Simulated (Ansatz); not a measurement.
H$_{4}$Si$_{2}$ (SMILES [SiH][SiH3]), singlet, geometry from GFN2-xTB; R2SCAN/def2-SVPD (Ansatz, a quantum-chemistry and plane-wave program).

Ansatz was given this input:
Ansatz 0.2 input:
```yaml
crystal:
  periodic: [false, false, false]
  atoms:
    - {symbol: Si, position_ang: [-0.28890628, 0.94648061, 0.77145085]}
    - {symbol: H, position_ang: [0.38260808, 2.12232723, 0.12965429]}
    - {symbol: Si, position_ang: [0.20732861, -0.80767768, -0.59742707]}
    - {symbol: H, position_ang: [0.99631510, -0.86130348, -1.84096251]}
    - {symbol: H, position_ang: [-1.09168725, -1.38838644, -0.98924045]}
    - {symbol: H, position_ang: [0.85485143, -1.81587820, 0.26421584]}
basis:
  gaussian:
    orbitals: def2-SVPD
hamiltonian:
  xc: r2scan
accuracy: high
```

Question: Write the output that Ansatz gives for this input, abridged.

Answer: 
```
Functional definition: r2SCAN
1531 factors; integrals over basis functions are off by at most 3.7e-9 eV
mean field evaluation 1: about -15810.6149 eV, gradient 1.2e1 eV
mean field evaluation 2: about -15810.7725 eV, gradient 1.1e1 eV
mean field evaluation 4: about -15811.3309 eV, gradient 3.0e-1 eV
mean field evaluation 8: about -15811.3252 eV, gradient 3.2e-2 eV
mean field evaluation 16: about -15811.3252 eV, gradient 1.6e-6 eV
mean field -15811.32522120 eV, -581.0554845780 hartree, gradient 1.6e-8 eV, S^2 0.000000; 0 other end points of the search recorded, 0 dependent functions left out
reference -15811.32522208 eV, -581.0554846104 hartree; 16, 16 occupied and 64, 64 virtual orbitals, 1531 factors
Total energy: -15811.32522208 eV, -581.0554846104 hartree
```
